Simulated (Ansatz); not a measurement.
# Nudged elastic band run: CH₂BNO₂

Input:

```yaml
crystal:
  periodic: [false, false, false]
  atoms:
    - { symbol: O, position_ang: [-0.129719, -2.291947, 0.743987] }
    - { symbol: C, position_ang: [-0.104974, -1.171814, 0.32468] }
    - { symbol: "N", position_ang: [0.590672, 0.026904, 0.645145] }
    - { symbol: B, position_ang: [-0.309095, 0.143513, -0.434055] }
    - { symbol: O, position_ang: [-0.812894, 0.985057, -1.345113] }
    - { symbol: H, position_ang: [1.286522, 0.355827, 1.316057] }
    - { symbol: H, position_ang: [-0.459213, 1.88436, -1.296402] }
magnetization:
  spin_polarized: true
basis:
  gaussian: { orbitals: def2-SVP }
hamiltonian:
  xc: b3lyp
  dispersion: d4
neb:
  order_check: false
  images: 2
  f_tol: 0.05
  max_iterations: 60
  climbing: false
  final_atoms:
    - { symbol: O, position_ang: [-0.58019211, -2.65847639, 0.56435659] }
    - { symbol: C, position_ang: [-0.18214031, -1.54728811, 0.40397467] }
    - { symbol: "N", position_ang: [0.70242743, -0.60582425, 0.88193196] }
    - { symbol: B, position_ang: [-0.02768226, -0.1427292, -0.16435357] }
    - { symbol: O, position_ang: [0.1541553, 1.29295398, -0.68327554] }
    - { symbol: H, position_ang: [0.63757309, 1.85197388, -0.03062317] }
    - { symbol: H, position_ang: [-0.64284214, 1.74129009, -1.01771194] }
  initial_path:
    images:
      - { positions_ang: [[-0.129719, -2.291947, 0.743987], [-0.104974, -1.171814, 0.32468], [0.590672, 0.026904, 0.645145], [-0.309095, 0.143513, -0.434055], [-0.812894, 0.985057, -1.345113], [1.286522, 0.355827, 1.316057], [-0.459213, 1.88436, -1.296402]] }
      - { positions_ang: [[-0.44025953, -2.37544049, 0.53498482], [-0.12463896, -1.20756631, 0.40206374], [0.64220286, -0.13653063, 0.94809488], [-0.00551398, 0.13935095, -0.26850246], [-0.37409065, 1.03799995, -1.31712265], [1.14932323, 0.80206664, 0.75753946], [-0.78572397, 1.6720199, -1.10275879]] }
      - { positions_ang: [[-0.59041724, -2.49761695, 0.47510801], [-0.15036106, -1.33272435, 0.4284953], [0.67945467, -0.34744005, 1.02702387], [0.08829026, 0.04393689, -0.17860198], [-0.05174088, 1.14063228, -1.09651017], [0.93300692, 1.30078226, 0.30864607], [-0.84693368, 1.62432993, -1.0098621]] }
      - { positions_ang: [[-0.58019211, -2.65847639, 0.56435659], [-0.18214031, -1.54728811, 0.40397467], [0.70242743, -0.60582425, 0.88193196], [-0.02768226, -0.1427292, -0.16435357], [0.1541553, 1.29295398, -0.68327554], [0.63757309, 1.85197388, -0.03062317], [-0.64284214, 1.74129009, -1.01771194]] }
```

Launched with:

```bash
$ ansatz run input.yaml --threads 2 --pin off --max-ram 3072MiB --backend cpu --events-out ev --progress --plain --runs-dir out
```

Output, in part (warnings, iteration lines, the closing report on the highest movable image, with atoms numbered from 0):

```
NEB end point (image 0): max|allowed force component| = 9.814e-3 eV/Å (the criterion of neb.relax_end_points is 1.000e-2)
NEB end point (image 3): max|allowed force component| = 6.478e-3 eV/Å (the criterion of neb.relax_end_points is 1.000e-2)
NEB iter   1: max|band force component| = 1.593e1 eV/Å  barrier→ = 5.3563 eV  barrier← = 2.4487 eV  Δτ_max = 0.1522 Å  (188 SCF iters)
NEB iter   2: max|band force component| = 2.286e0 eV/Å  barrier→ = 4.6496 eV  barrier← = 1.7420 eV  Δτ_max = 0.1917 Å  (77 SCF iters)
NEB iter   3: max|band force component| = 1.921e0 eV/Å  barrier→ = 4.3285 eV  barrier← = 1.4209 eV  Δτ_max = 0.1959 Å  (71 SCF iters)
NEB iter   4: max|band force component| = 1.912e0 eV/Å  barrier→ = 4.1403 eV  barrier← = 1.2327 eV  Δτ_max = 0.1995 Å  (73 SCF iters)
NEB iter   5: max|band force component| = 1.517e0 eV/Å  barrier→ = 3.8726 eV  barrier← = 0.9650 eV  Δτ_max = 0.1977 Å  (81 SCF iters)
NEB iter   6: max|band force component| = 1.291e0 eV/Å  barrier→ = 3.7278 eV  barrier← = 0.8202 eV  Δτ_max = 0.1986 Å  (73 SCF iters)
NEB iter   7: max|band force component| = 1.542e0 eV/Å  barrier→ = 3.6852 eV  barrier← = 0.7776 eV  Δτ_max = 0.0975 Å  (82 SCF iters)
NEB iter   8: max|band force component| = 7.079e-1 eV/Å  barrier→ = 3.6365 eV  barrier← = 0.7289 eV  Δτ_max = 0.1158 Å  (74 SCF iters)
NEB iter   9: max|band force component| = 4.762e-1 eV/Å  barrier→ = 3.6088 eV  barrier← = 0.7012 eV  Δτ_max = 0.0606 Å  (73 SCF iters)
NEB iter  10: max|band force component| = 9.587e-2 eV/Å  barrier→ = 3.6018 eV  barrier← = 0.6942 eV  Δτ_max = 0.1952 Å  (73 SCF iters)
NEB iter  11: max|band force component| = 4.262e-1 eV/Å  barrier→ = 3.5986 eV  barrier← = 0.6910 eV  Δτ_max = 0.0869 Å  (72 SCF iters)
NEB iter  12: max|band force component| = 3.307e-1 eV/Å  barrier→ = 3.5965 eV  barrier← = 0.6889 eV  Δτ_max = 0.0917 Å  (72 SCF iters)
NEB iter  13: max|band force component| = 1.838e-1 eV/Å  barrier→ = 3.5975 eV  barrier← = 0.6899 eV  Δτ_max = 0.0605 Å  (75 SCF iters)
NEB iter  14: max|band force component| = 6.366e-1 eV/Å  barrier→ = 3.6013 eV  barrier← = 0.6937 eV  Δτ_max = 0.0257 Å  (73 SCF iters)
NEB iter  15: max|band force component| = 2.459e-1 eV/Å  barrier→ = 3.5974 eV  barrier← = 0.6897 eV  Δτ_max = 0.0301 Å  (75 SCF iters)
NEB iter  16: max|band force component| = 9.135e-2 eV/Å  barrier→ = 3.5969 eV  barrier← = 0.6893 eV  Δτ_max = 0.0601 Å  (67 SCF iters)
NEB iter  17: max|band force component| = 1.444e-1 eV/Å  barrier→ = 3.5962 eV  barrier← = 0.6886 eV  Δτ_max = 0.0301 Å  (73 SCF iters)
NEB iter  18: max|band force component| = 1.516e-1 eV/Å  barrier→ = 3.5958 eV  barrier← = 0.6882 eV  Δτ_max = 0.0151 Å  (75 SCF iters)
NEB iter  19: max|band force component| = 5.836e-2 eV/Å  barrier→ = 3.5957 eV  barrier← = 0.6881 eV  Δτ_max = 0.0267 Å  (67 SCF iters)
NEB iter  20: max|band force component| = 2.610e-2 eV/Å  barrier→ = 3.5955 eV  barrier← = 0.6879 eV  Δτ_max = 0.0000 Å  (202 SCF iters)
Total energy: -7321.70111498 eV, -269.0675531484 hartree
Atom 0 at    -0.849597    -2.565939     0.464831 Å, force    -0.002110    -0.003656    -0.000808 eV/Å
Atom 1 at    -0.270851    -1.531930     0.369596 Å, force    -0.000174     0.002663    -0.000229 eV/Å
Atom 2 at     0.746308    -0.738891     0.683975 Å, force     0.002128     0.001732     0.000964 eV/Å
Atom 3 at    -0.042085    -0.008749    -0.188027 Å, force     0.000165     0.000699    -0.000294 eV/Å
Atom 4 at    -0.238403     1.128104    -0.849724 Å, force    -0.004245     0.000859    -0.002039 eV/Å
Atom 5 at     1.747365     2.468871     0.871354 Å, force     0.007588     0.002981     0.005686 eV/Å
Atom 6 at    -1.031437     1.180433    -1.397706 Å, force    -0.003353    -0.005278    -0.003279 eV/Å
Dipole moment:    -0.332756     0.492358    -0.450915 e Å
```

The run converged. Neighbouring images differ by up to 3.1 eV, so the band resolves the path poorly. No image climbed, so the highest image needn't sit at the top of the path. So few images can step over the top or miss a turn of the path.

Final band (atoms are numbered from 1 in the order of the input):

| image | path coordinate (Å) | energy (eV) | N3–H6 (Å) | O5–H6 (Å) |
| --- | --- | --- | --- | --- |
| 0 | 0.00 | 0.00 | 1.02 | 3.45 |
| 1 | 1.83 | 0.50 | 1.04 | 2.79 |
| 2 | 3.66 | 3.60 | 3.37 | 2.95 |
| 3 | 5.49 | 2.91 | 2.62 | 0.99 |

Time of the run: 83 s on 2 threads of AMD EPYC 7R43 64-Core Processor (Zen 3), on a shared host, peak memory 0.23 GiB.
